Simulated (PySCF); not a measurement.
# B: excitation energy

B [He] 2s2 2p1 (2P) → B [He] 2s1 2p1 3s1 (4P), as a difference of total energies. Calculation: PySCF 2.14, in x2c-TZVPPall with one added diffuse shell each of s, p, d type (6s4p3d1f, 40 functions); the spin-free X2C one-electron Hamiltonian (Gaussian nucleus). Correlated levels: valence: 1s2 frozen; valence and next inner shell: nothing frozen. The calculations carry no spin-orbit coupling.

| method | excitation energy (eV) |
| --- | --- |
| UHF | 8.020 |
| LDA | 9.234 |
| PBE | 9.152 |
| PBE0 | 9.135 |
| r2SCAN | 9.047 |
| PBEsol | 9.099 |
| revPBE | 9.184 |
| wB97X | 9.240 |
| CAM-B3LYP | 9.558 |
| MP2 (valence) | 9.058 |
| SCS-MP2 (valence) | 9.321 |
| MP2 (valence and next inner shell) | 9.065 |
| SCS-MP2 (valence and next inner shell) | 9.327 |

Q: How much does correlation contribute at MP2 (valence and next inner shell)?

A: 9.065 − (8.020) = 1.045 eV, measured against UHF.

The upper state lies above the first ionisation limit, but in LS coupling its spin forbids autoionisation to the ground ion. A Rydberg-like electron needs more diffuse functions than a valence basis has.

The promoted electron is Rydberg-like, and one or two diffuse shells describe it only roughly, which tends to raise the upper state.
